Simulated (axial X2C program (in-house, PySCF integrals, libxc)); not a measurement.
RuF: from the spin-free to the two-component result

Computed with an in-house all-electron X2C program for linear molecules (integrals from PySCF). Spin-free means the one-electron spin-free X2C Hamiltonian; two-component (2c) means X2C with spin–orbit coupling and atomic mean-field two-electron Coulomb and Gaunt terms, so the difference of the two also holds small scalar two-electron terms. Basis: Ru dyall-cv3z [12s12p8d5f3g], F dyall-av3z [7s6p3d2f] (cores contracted in-house); Gaussian nuclei, density fitting, unrestricted open shells. Masses: Ru 101.904 u, F 18.998 u.

Spin-free state: M_S = 3/2, Λ = 3 (beyond evenly filled blocks: σα, π+α, π+β, π-α, δ+α, δ+β, δ-α); fragments Ru + F.

```csv
level,Re (Å),ωe (cm⁻¹),De (eV),μ (D)
PBE0,1.901,562.8,3.951,-4.33
LDA,1.853,629.6,5.446,-3.29
```

Dipoles are positive if F is the positive end.

Two-component determinant lowest at the distance of the search:

Ω = 9/2 (⟨Sz⟩ = 1.52, ⟨Lz⟩ = 2.98 at PBE0); fragments Ru + F.

```csv
level,Re (Å),ωe (cm⁻¹),μ (D)
PBE0,1.899,565.6,-4.25
LDA,1.853,630.1,-3.24
```

Task: From the two tables, how do the constants change at the PBE0 level (2c against spin-free)?

Result: At the PBE0 level Re drops by 0.002 Å and ωe goes up by 2.8 cm⁻¹.

Occupations by symmetry block were frozen at the best pattern of an incomplete PBE0 search. De is counted from the lowest determinant-based energies of the atoms at the same level, without counterpoise correction. De is not given where an atomic determinant may have missed its ground term or J level, or where the truncated virtual space spoils (T). Density functionals use the spin component along the axis (collinear). Other states lie close and PBE0, whose exact exchange favours high spin, may order them wrongly; the determinant shown need not be the ground state. The nearest other spin-free determinant of the search, M_S = 3/2, Λ = 2, lies 0.02 eV up at the distance of the search. The functionals have no current-density term, which raises determinants with orbital currents, atoms included. With several unpaired electrons one determinant need not be a pure state. A state of lower Ω lies just above, and one determinant can place such states too high, so the state shown need not be the lowest. The search has Ω = 7/2 only 0.09 eV up. At some level and bond length an empty orbital lies below a filled one.
